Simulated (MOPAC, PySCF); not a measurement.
C₉H₉NSSi, SMILES `[SiH3]c1c(S)ccc2ncccc12` (C–C–S–H torsion 159°), neutral singlet in the gas phase. 

Z-matrix (Å, degrees):
```
C
C 1 1.4272
C 2 1.3855 1 120.04
H 2 1.0990 3 120.23 1 -179.87
H 3 1.1003 2 120.90 4 0.06
C 3 1.4208 5 120.13 2 179.86
N 6 1.3238 3 123.52 5 180.00
C 7 1.3646 6 118.16 3 0.03
H 6 1.1056 7 116.70 8 -179.93
C 8 1.4251 7 117.63 6 -179.76
C 10 1.3798 8 120.78 7 -179.62
H 10 1.0996 11 121.86 8 -179.43
H 11 1.1008 10 120.06 12 -0.78
C 11 1.4278 13 119.45 10 179.59
C 14 1.4066 11 121.45 13 -179.17
S 14 1.7840 15 119.05 1 -177.64
H 16 1.3619 14 95.96 15 -159.11
Si 15 1.9003 14 118.11 11 -177.49
H 18 1.5017 15 111.81 14 -171.65
H 18 1.5037 19 108.51 4 110.49
H 18 1.5046 19 107.66 4 -131.92
```
Charge 0, spin multiplicity 1.

All levels are single points at this geometry (PBE-D3(BJ)/def2-SVP); Pople sets use spherical d functions. Orbital energies aren't observables, and empty levels follow the basis.

B3LYP/LANL2DZ in PySCF gives dipole (D) = 0.72.

Question: Estimate the dipole (D) from each of these levels: PBE-D3(BJ)/def2-TZVP in PySCF; BP86/6-31G* in PySCF; PBE/6-31G* in PySCF; HF/3-21G in PySCF; AM1 in MOPAC.

Answer: 
```tsv
level	dipole (D)
PBE-D3(BJ)/def2-TZVP in PySCF	0.45
BP86/6-31G* in PySCF	0.38
PBE/6-31G* in PySCF	0.38
HF/3-21G in PySCF	0.75
AM1 in MOPAC	0.76
```
